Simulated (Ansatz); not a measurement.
Reaction (ligand exchange at the Si–O bond): `Cl[SiH2][O][SnH3]` + `F[SiH](F)S` → `F[SiH](F)S[SiH2]Cl` + `[OH][SnH3]`

Program: Ansatz. Geometries: PBE0-D4/def2-TZVP. ΔE: electronic, gas phase. CBS: MP2 limit from def2 TZ/QZ plus the TZ coupled-cluster correction, frozen cores. Functionals use def2-TZVPP. B3LYP here is the variant with VWN-RPA as its local correlation; programs differ in this. Elements past krypton have def2 core potentials. For Sn outer-core shells are correlated without core-valence functions, which leaves a few kJ/mol of doubt a bond. One conformer a species, not always the lowest.

Q: Is it downhill or uphill in electronic energy at CCSD(T)/CBS, and by how much? (Estimate.)

A: The calculation gave: Uphill: ΔE = +67.6 kJ/mol.

Q: What do these levels give: PBE-D4, r2SCAN-D4, ωB97X-V, r2SCAN, B3LYP, HF/def2-TZVPP, MP2/def2-TZVPP, SCS-MP2/def2-TZVPP, CCSD/def2-TZVPP, MP2/def2-QZVPP, SCS-MP2/def2-QZVPP, MP2/CBS(def2)? (An estimate is asked.)

A: Computed: PBE-D4 48.4, r2SCAN-D4 61.3, ωB97X-V 66.7, r2SCAN 62.1, B3LYP 70.2, HF/def2-TZVPP 89.9, MP2/def2-TZVPP 67.3, SCS-MP2/def2-TZVPP 73.0, CCSD/def2-TZVPP 74.6, MP2/def2-QZVPP 66.1, SCS-MP2/def2-QZVPP 71.8, MP2/CBS(def2) 64.1 kJ/mol.

Largest T1 diagnostic among the species: 0.014.

In def2-TZVPP, CCSD(T) changes the Hartree–Fock value by −19.1 kJ/mol (the triples alone add −3.9 kJ/mol) and MP2 by −22.6 kJ/mol. The D4 term adds −4.0 kJ/mol with B3LYP and −2.3 kJ/mol with PBE0; it sums over pairs of atoms, weighted by their polarisabilities, and B3LYP, whose exchange is more repulsive, gets the larger term. From PBE to PBE0 (25 % exact exchange), in def2-TZVPP and without D4, ΔE moves by +6.1 kJ/mol.
